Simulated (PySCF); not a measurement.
Computed with PBE0-D3(BJ)/def2-TZVP // PBE0-D3(BJ)/def2-SVP in PySCF 2.14.0. Gas-phase values, no solvent. Excitations are Tamm–Dancoff values on a coarser integration grid. The basis has no diffuse functions, so Rydberg states are missing or too high.

Reference species (SMILES): `c1csc2cc(cc([SiH3])c12)Cl` (neutral, multiplicity 1).

| Quantity | Value |
|---|---|
| T1 excitation (TDA) | 3.17 eV |
| LUMO | -1.43 eV |
| S1 excitation (TDA) | 4.58 eV |

Changed species: `[SiH3]c1cc2ccc(Cl)cc2s1`.

Problem. What does the change do to the T1 excitation (TDA), LUMO and S1 excitation (TDA)?

Solution. the T1 excitation (TDA) drops by 0.02 eV, to 3.15 eV; the LUMO stays essentially unchanged; the S1 excitation (TDA) drops by 0.03 eV, to 4.55 eV.
